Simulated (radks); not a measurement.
Results of a calculation; reference values are marked as such.
Spherical quantum dot in the effective-mass picture: electrons in a well V = -V0 / (1 + exp((r - R)/a)) with V0 = 34.3, R = 1.27, a = 0.089, all in effective atomic units (hartree* = m*/eps^2 hartree, bohr* = eps/m* bohr), one dielectric constant everywhere. Level of theory: non-relativistic Kohn-Sham, LDA (Slater exchange, Perdew-Wang correlation), spin-polarised, spherical densities (a radial shooting solver with Libxc functionals). Levels are named by radial order and angular momentum (1s, 1p, 1d, 2s, ...), and open shells are averaged over m.

N = 2, configuration 1s2. This is the lowest configuration that the search found. Occupied and some empty levels:

| level | occupation | eigenvalue (hartree*) | <r> (bohr*) |
|---|---|---|---|
| 1s | 2 | -29.352 | 0.6624 |
| 1p | 0 | -26.405 | 0.7857 |
| 1d | 0 | -22.700 | 0.8684 |
| 2s | 0 | -20.929 | 0.6984 |

Energy (hartree*): total -60.9992, kinetic 4.9401, external -67.343, Hartree 2.6992, exchange-correlation -1.2950. Static polarisability (adiabatic kernel): 0.1858 bohr*^3.

Electron density:

| r (bohr*) | n(r) (e/bohr*^3) |
|---|---|
| 0.0636 | 1.303 |
| 0.170 | 1.251 |
| 0.276 | 1.155 |
| 0.383 | 1.019 |
| 0.489 | 0.8550 |
| 0.595 | 0.6743 |
| 0.701 | 0.4926 |
| 0.808 | 0.3264 |
| 0.914 | 0.1900 |
| 1.02 | 0.09280 |
| 1.13 | 0.03577 |
| 1.23 | 0.01018 |
| 1.34 | 0.002229 |
